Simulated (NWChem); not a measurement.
System: CH4Al cation; SMILES [CH3][AlH+]

```xyz
6

Al     0.0000     0.0000    -0.7082
C      0.0000     0.0000     1.1907
H      0.2707    -0.9916     1.5666
H     -0.9941     0.2613     1.5666
H      0.7234     0.7302     1.5666
H      0.0000     0.0000    -2.2664
```
Atoms are numbered in this order, from 1.

Structure relaxed at the PBE0-D3(BJ)/def2-TZVP level.

Q: List the 4 lowest vertical singlet excitations and the 4 lowest triplet ones from LDA (Slater exchange, VWN5)/def2-SVP, full TDDFT (NWChem).

A: 
```tsv
state	energy (eV)	oscillator strength	leading excitation (squared amplitude)
S1	5.63	0.000	HOMO → LUMO (1.00)
S2	5.63	0.000	HOMO → LUMO+1 (1.00)
S3	7.26	0.000	HOMO−2 → LUMO (0.29)
S4	7.27	0.078	HOMO → LUMO+2 (0.51)
T1	5.27	spin-forbidden	HOMO → LUMO (1.00)
T2	5.27	spin-forbidden	HOMO → LUMO+1 (1.00)
T3	5.54	spin-forbidden	HOMO → LUMO+2 (0.99)
T4	7.03	spin-forbidden	HOMO−1 → LUMO (0.28)
```
